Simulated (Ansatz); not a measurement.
`[OH][SnH2][Br]` + `C=C` → `C=[CH][SnH2][Br]` + H₂O at 298.15 K and 1 bar (formal exchange of groups at the Sn–O bond).

Calculated with Ansatz (gas phase, PBE0-D4/def2-TZVP geometries, no zero-point term in ΔE). CBS: MP2 limit from def2 TZ/QZ plus the TZ coupled-cluster correction, frozen cores. This one scheme is used for every species. def2 core potentials past Kr. For Br, Sn outer-core shells are correlated without core-valence functions, which leaves a few kJ/mol of doubt a bond. Scalar relativity is left out up to krypton. One conformer a species, not always the lowest.

```csv
species,CCSD(T)/CBS energy (Eh),H − E (kJ/mol),S (J/(mol·K))
`[OH][SnH2][Br]`,-2864.37583,89.8,332.5
`C=C`,-78.48111,144.6,218.9
`C=[CH][SnH2][Br]`,-2866.46631,168.0,358.0
H₂O,-76.37941,66.4,188.7
```

H − E and S are ideal-gas, rigid-rotor, harmonic terms from PBE0-D4/def2-TZVP, for one conformer and one mirror image of each species. 1 Eh = 2625.50 kJ/mol, R = 8.31446 J/(mol·K).

Task: By hand: ΔE, ΔH, ΔS and ΔG.

Result: ΔE = (-2866.46631) + (-76.37941) − (-2864.37583) − (-78.48111) = 0.01122 Eh = 29.5 kJ/mol. Δ(H − E) = 168.0 + 66.4 − 89.8 − 144.6 = 0.0, so ΔH = 29.5 kJ/mol. ΔS = 358.0 + 188.7 − 332.5 − 218.9 = -4.7 J/(mol·K). ΔG = 29.5 − 298.15 × (-4.7)/1000 = 30.9 kJ/mol.

Task: By hand: the equilibrium constant, and the temperature at which ΔG would vanish if ΔH and ΔS stayed fixed.

Result: log₁₀ K = −ΔG/(RT ln 10) = -5.4. ΔH and −TΔS have one sign here, so there is no such temperature. One of them is within its doubt of zero, so this could turn.

The number of gas molecules stays the same, so ΔS is small and ΔH decides. A doubt of 5 kJ/mol in ΔE shifts log₁₀ K by 0.9 here. Other conformers and mirror images would add mixing entropy, several J/(mol·K) or more a flexible species. These are equilibria of isolated gas molecules and say nothing of rates. Largest T1 diagnostic: 0.011 (customary marks: 0.02 for closed shells, 0.045 for open ones).
